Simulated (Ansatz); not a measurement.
Clusters of 6 atoms, hydroxo: r2SCANh-D4/def2-TZVP single points in Ansatz on relaxed structures, gas phase. Each cluster is the lowest isomer that a short search found in that spin, judged at the geometry's level, and lower ones may exist. Core potentials for Sn, Zr, no spin–orbit coupling. Binding counts from free atoms in the multiplicity of their measured ground term, without zero-point energy. A dash marks a value that wasn't run or was left out as unsound. The structures are stationary points that may keep the symmetry of their start. Remarks come from the PBE and PBE0 runs and from stability tests at other levels; not every state was tested.

| species | atoms | state | geometry | HOMO (eV) | LUMO (eV) | gap (eV) | binding per atom (eV) | point group (within 0.1 Å) |
| --- | --- | --- | --- | --- | --- | --- | --- | --- |
| TiO3H2 (with an O–O bond) | 6 | singlet | PBE0-D4/def2-SVP | -7.25 | -3.14 | 4.11 | – | Cs |
| SnO3H2 (with an O–O bond) | 6 | singlet | PBE-D4/def2-SVP | -6.85 | -2.41 | 4.44 | 3.10 | – |
| ZrO3H2 | 6 | singlet | PBE-D4/def2-TZVP | -7.48 | -2.55 | 4.93 | – | Cs |
| SiO3H2 | 6 | singlet | PBE-D4/def2-TZVP | -7.72 | -1.36 | 6.36 | 4.24 | Cs |

Question: Estimate the rows for GeO3H2 (singlet, PBE-D4/def2-SVP geometry).

Answer: 
```tsv
species	atoms	state	geometry	HOMO (eV)	LUMO (eV)	gap (eV)	binding per atom (eV)	point group (within 0.1 Å)	remarks
GeO3H2	6	singlet	PBE-D4/def2-SVP	-6.91	-2.07	4.83	3.12	Cs	restricted SCF unstable in HF
```

The gap (eV) runs from 4.11 (TiO3H2 (with an O–O bond)) to 6.36 (SiO3H2).
